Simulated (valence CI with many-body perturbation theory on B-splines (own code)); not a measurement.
Level structure of Tm XLVII

Method: relativistic CI+MBPT: five valence electrons over a frozen Dirac-Fock core [Ar], a basis of 7 s, 7 p, 8 d, 6 f, 4 g, 1 h functions for each j, with the one-electron correlation potential Σ1 (screened to all orders), the two-electron term Σ2, the three-electron term Σ3, Breit, model QED; selected single and double excitations, second order for the rest, scaled by the run's own slope (own B-spline code, finite nucleus).

No measured spectrum was set against this ion. As an estimate, large intervals hold to a few tenths of a per cent, small ones and those within an open d or f shell to about a per cent. Among the levels kept, up to 260 cm⁻¹ of a level comes from second order outside the variational space, and about a tenth of that is noise between levels of different J, which matters for small intervals. Only levels of the ground parity were solved; by the run's estimate the other parity begins above the list, which can be wrong where configurations are misplaced.

Levels 1 to 37 of 37, with energies above the lowest level, (3d3/2^4 3d5/2) J=5/2. "Leading %" is the weight of the configuration and term that name the level; weights of strongly mixed levels are sums over their largest components and can fall short. In the jj column 3d3/2^4 stands for four electrons in 3d with j = 3/2. Lifetimes count E1, E2, E3, M1 and M2 decay at the calculated energies, and are blank where another channel may lead or the interval is too uncertain; long ones can be off by a factor of two.

```tsv
No.	Configuration	Term	J	E (cm⁻¹)	Leading %	Second component	Lifetime	g	Leading jj
1	3d⁵	⁴P	5/2	0	27	24 % 3d⁵ ²D		1.323	3d3/2^4 3d5/2 (95 %)
2	3d⁵	⁶S	5/2	317210	37	23 % 3d⁵ ²F	889 ns	1.334	3d3/2^3 3d5/2^2 (91 %)
3	3d⁵	⁴G	7/2	405760	34	25 % 3d⁵ ²F	1.78 μs	1.156	3d3/2^3 3d5/2^2 (99 %)
4	3d⁵	²H	11/2	416680	43	35 % 3d⁵ ⁴G		1.107	3d3/2^3 3d5/2^2 (98 %)
5	3d⁵	⁴D	3/2	417680	39	30 % 3d⁵ ⁴P	718 ns	1.175	3d3/2^3 3d5/2^2 (98 %)
6	3d⁵	⁴G	9/2	454800	31	29 % 3d⁵ ²G	572 μs	1.135	3d3/2^3 3d5/2^2 (96 %)
7	3d⁵	⁴D	5/2	479350	30	30 % 3d⁵ ²D	17.7 μs	1.136	3d3/2^3 3d5/2^2 (93 %)
8	3d⁵	⁴P	1/2	500310	46	28 % 3d⁵ ²S	71.6 μs	1.820	3d3/2^3 3d5/2^2 (89 %)
9	3d⁵	²F	7/2	515120	39	31 % 3d⁵ ²G	20.0 μs	1.081	3d3/2^3 3d5/2^2 (97 %)
10	3d⁵	²D	3/2	628660	60	21 % 3d⁵ ⁴F	6.16 μs	0.794	3d3/2^3 3d5/2^2 (86 %)
11	3d⁵	⁶S	5/2	717160	31	28 % 3d⁵ ²D	387 ns	1.285	3d3/2^2 3d5/2^3 (90 %)
12	3d⁵	⁴D	7/2	778130	52	41 % 3d⁵ ⁴G	724 ns	1.210	3d3/2^2 3d5/2^3 (99 %)
13	3d⁵	²I	11/2	783050	50	48 % 3d⁵ ⁴G	1.06 μs	1.085	3d3/2^2 3d5/2^3 (99 %)
14	3d⁵	⁴G	9/2	797970	60	36 % 3d⁵ ²G	1.08 μs	1.141	3d3/2^2 3d5/2^3 (96 %)
15	3d⁵	²I	13/2	821150	100		5.44 μs	1.067	3d3/2^2 3d5/2^3 (100 %)
16	3d⁵	⁴D	1/2	828770	78	15 % 3d⁵ ²S	582 ns	0.482	3d3/2^2 3d5/2^3 (97 %)
17	3d⁵	⁴P	3/2	838420	53	34 % 3d⁵ ⁴F	388 ns	1.171	3d3/2^2 3d5/2^3 (97 %)
18	3d⁵	²F	5/2	848730	42	31 % 3d⁵ ⁴D	722 ns	1.020	3d3/2^2 3d5/2^3 (96 %)
19	3d⁵	²H	9/2	887930	53	47 % 3d⁵ ⁴F	581 ns	1.098	3d3/2^2 3d5/2^3 (100 %)
20	3d⁵	²G	7/2	906030	61	35 % 3d⁵ ²F	2.00 μs	0.982	3d3/2^2 3d5/2^3 (100 %)
21	3d⁵	⁴F	5/2	920380	63	26 % 3d⁵ ²D	559 ns	1.045	3d3/2^2 3d5/2^3 (98 %)
22	3d⁵	²D	3/2	928760	86	10 % 3d⁵ ⁴D	1.44 μs	0.843	3d3/2^2 3d5/2^3 (86 %)
23	3d⁵	²G	7/2	968530	46	36 % 3d⁵ ²F	1.03 μs	1.034	3d3/2^2 3d5/2^3 (95 %)
24	3d⁵	⁴P	1/2	969360	40	36 % 3d⁵ ²P	689 ns	1.776	3d3/2^2 3d5/2^3 (82 %)
25	3d⁵	²G	9/2	1032500	77	11 % 3d⁵ ²H	1.78 μs	1.104	3d3/2^2 3d5/2^3 (96 %)
26	3d⁵	²P	3/2	1147600	74	24 % 3d⁵ ²D	1.69 μs	1.181	3d3/2^2 3d5/2^3 (97 %)
27	3d⁵	²D	5/2	1159100	54	15 % 3d⁵ ⁴D	492 ns	1.239	3d3/2^2 3d5/2^3 (62 %)
28	3d⁵	²F	5/2	1188700	32	24 % 3d⁵ ²D	308 ns	1.157	3d3/2 3d5/2^4 (69 %)
29	3d⁵	⁴F	7/2	1245400	29	28 % 3d⁵ ²F	352 ns	1.182	3d3/2 3d5/2^4 (99 %)
30	3d⁵	²H	11/2	1258200	56	27 % 3d⁵ ²I	441 ns	1.066	3d3/2 3d5/2^4 (99 %)
31	3d⁵	²D	3/2	1270100	31	30 % 3d⁵ ⁴D	281 ns	0.965	3d3/2 3d5/2^4 (97 %)
32	3d⁵	²G	9/2	1314000	57	17 % 3d⁵ ⁴F	504 ns	1.111	3d3/2 3d5/2^4 (96 %)
33	3d⁵	²D	5/2	1347800	64	22 % 3d⁵ ²F	449 ns	1.108	3d3/2 3d5/2^4 (88 %)
34	3d⁵	²G	7/2	1372200	55	33 % 3d⁵ ²F	497 ns	1.003	3d3/2 3d5/2^4 (97 %)
35	3d⁵	²P	1/2	1435000	55	34 % 3d⁵ ²S	474 ns	1.220	3d3/2 3d5/2^4 (89 %)
36	3d⁵	²D	3/2	1548400	75	18 % 3d⁵ ²P	350 ns	0.869	3d3/2 3d5/2^4 (94 %)
37	3d⁵	²D	5/2	1710200	42	23 % 3d⁵ ²F	199 ns	1.147	3d5/2^5 (94 %)
```

The ionisation energy to 3d⁴ ³P0 of the next ion comes out as 3895 eV (NIST: 3895 ± 4 eV (theoretical)). All 37 levels together are meant to be complete up to 1778600 cm⁻¹.
